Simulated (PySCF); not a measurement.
Potential energy curve for GeF, doublet.

Method: CCSD(T) on UHF/cc-pVDZ, 10 core orbitals frozen in PySCF.

Q: Relative to R = 1.76 Å, what are the energies at R = 1.48, 1.72, 1.94, 2.18 Å?

A: 2.004 eV at 1.48 Å, 0.045 eV at 1.72 Å, 0.254 eV at 1.94 Å, 1.118 eV at 2.18 Å.

The scan ran from 1.39 to 7.04 Å; beyond the distances shown one of the unrestricted levels run for this scan, shown here or not, changes its spin distribution in one step.
